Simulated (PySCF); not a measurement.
**Interval between two levels of Ge³⁺ by level of theory**

Ge³⁺ [Ar] 3d10 4s1 [2S1/2, M_J = 1/2] → Ge³⁺ [Ar] 3d9 4s2 [2D5/2, M_J = 5/2], as a difference of total energies. Calculation: PySCF 2.14, in x2c-TZVPall-2c (6s7p4d1f, 54 functions); the two-component X2C-1e Hamiltonian. Correlated levels: [Ne] frozen. "Screened" scales the spin-orbit matrix elements by Boettger's factors to mimic the two-electron term; Breit and QED terms are absent.

```tsv
method	interval between two levels (cm⁻¹)
GHF (spin-free)	211530
GMP2 (spin-free)	217490
GHF (screened spin-orbit)	209640
GMP2 (screened spin-orbit)	215600
```
